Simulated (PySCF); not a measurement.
**Spinor energies of Bi⁷⁰⁺ (bismuth, charge +70)**

Start: [Ne] 3s2 3p1; 3p1/2 filled at m_j = +1/2. Calculated with PySCF 2.14 in an even-tempered Gaussian basis (17 s from 25 bohr⁻², ratio 2.4; 14 p from 33 bohr⁻², ratio 2.4; 4 d from 110 bohr⁻², ratio 2.6; 4 f from 160 bohr⁻², ratio 2.6): generalised Hartree-Fock with the X2C-1e Hamiltonian and a Gaussian nucleus; one run each with spin-orbit coupling (SO) switched off, then screened by Boettger's factors.

| spinor shell | electrons | ε, spin-free (eV) | ε, screened SO (eV) | weight of nominal j (screened SO) | rms radius, screened SO (bohr) |
| --- | --- | --- | --- | --- | --- |
| 1s1/2 | 2 | -97424.9 | -97377.9 | 1.000 | 0.0178 |
| 2s1/2 | 2 | -22557.5 | -22540.5 | 1.000 | 0.0707 |
| 2p1/2 | 2 | -20215.6 | -21943.6 | 1.000 | 0.0596 |
| 2p3/2 | 4 | -20215.6 | -19548.3 | 1.000 | 0.0677 |
| 3s1/2 | 2 | -9144.1 | -9138.3 | 1.000 | 0.170 |
| 3p1/2 | 1 | -8496.9 | -8958.9 | 1.000 | 0.160 |

```
   quantity     spin-free   screened SO
E (hartree)  -15287.81823  -15337.06300
        M_J           1/2           1/2
       ⟨J²⟩         1.104         0.750
       ⟨L²⟩         2.001         2.045
       ⟨S²⟩         0.750         0.795
```

Each row is a mean over spinors that exchange with the open shell spreads, by up to 26.129 eV (2p1/2).

Breit and QED terms are absent; they matter most for the inner s and p1/2 levels.

Densities and radii are taken from the X2C orbitals without a picture-change correction, which distorts them close to the nucleus.

Without spin-orbit coupling the j labels of p, d and f shells carry no meaning; the spin-free column gives the mean over the occupied spinors of each nl shell, and its ⟨J²⟩ belongs to a mixture of degenerate components.
